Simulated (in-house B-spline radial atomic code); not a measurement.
Sn X (Sn9+): 1s1 2s2 2p6 3s2 3p6 3d10 4s2 (4p1/2)1 (4p3/2)4 4d7 (with a hole in an inner shell)

Computed with an all-electron radial atomic-structure program (B-spline basis): Dirac-Hartree-Fock, average of the jj configuration, Fermi nucleus of rms radius 4.6519 fm.

Z_r = [3n² - l(l+1)]/(2<r>); Z_e = n√(-2ε); the last column is Slater's effective charge. Values are occupation-weighted means over j. An effective charge above Z reflects the relativistic contraction of the inner shells.

```csv
shell,electrons,ε (eV),<r> (bohr),Z_r,Z_e,Slater
1s,1,-30283,0.02895,51.82,47.18,50.00
2s,2,-4859.8,0.1231,48.72,37.80,46.70
2p,6,-4426.3,0.1073,46.60,36.07,46.70
3s,2,-1123.9,0.3305,40.85,27.27,39.75
3p,6,-970.5,0.3271,38.22,25.34,39.75
3d,10,-722.22,0.3036,34.59,21.86,29.85
4s,2,-321.37,0.7747,30.98,19.44,23.60
4p,5,-269.27,0.8185,28.10,17.79,23.60
4d,7,-189.26,0.9062,23.17,14.92,13.90
```

The least bound orbital is 4d3/2 at -188.8 eV, while the most diffuse is 4d5/2 (<r> = 0.9079 bohr against 0.9038 bohr): energy order and size order differ. The part-filled 1s shell lies below the filled 4s shell in orbital energy.

For the 1s electron the small component carries 3.4 % of the norm, the zero-frequency Breit interaction raises the level by 23.14 eV, self-energy by 38.72 eV, and vacuum polarisation lowers it by 5.099 eV.
